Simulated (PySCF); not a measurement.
C2H7NPb, SMILES C[N](C)[PbH] (connectivity only; charge and spin as stated), neutral, multiplicity 1.

Coordinates come from a B3LYP-D3(BJ)/def2-SVP optimisation. The def2 effective core potentials stand for the cores of Pb; spin–orbit coupling is left out.

These are CAM-B3LYP/def2-TZVP run with PySCF values and carry that method's errors.

Computed frontier levels, gap, dipole moment and polarisability:
```json
{
 "highest_occupied_level": "-7.25 eV",
 "lowest_empty_level": "-1.22 eV",
 "orbital_gap": "6.03 eV",
 "dipole_moment": "1.20 D",
 "quadrupole, principal values (traceless, Buckingham form, about the centre of nuclear charge)": "-4.31, 1.46, 2.86 D·Å",
 "mean_static_polarisability": "82.9 bohr³ (12.28 Å³)",
 "polarisability_principal_values": "56.2, 82.7, 109.7 bohr³"
}
```
